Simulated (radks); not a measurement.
Problem. These are the eigenvalues of the occupied orbitals of an atom or ion with whole-number occupations (hartree). All-electron calculation, scalar-relativistic Kohn-Sham, PBE, spin-unpolarised, spherical densities, point nucleus. Program: a radial shooting solver on a logarithmic mesh with Libxc functionals.

1s: -10.59829
2s: -0.94661
2p: -0.62491

Which element is it, and in what charge state? The configuration may be excited.

Solution. Z = 6, carbon, charge +1: C+ in [He] 2s2 2p1. The list shows which subshells hold electrons but not how many an open one holds; the 1s level, -10.598 hartree, gives Z - s = 4.6 by -(Z - s)^2/2, which with screening and relativity narrows Z to a few neighbours, and the depths of the outer levels then fix element, charge and occupations together.
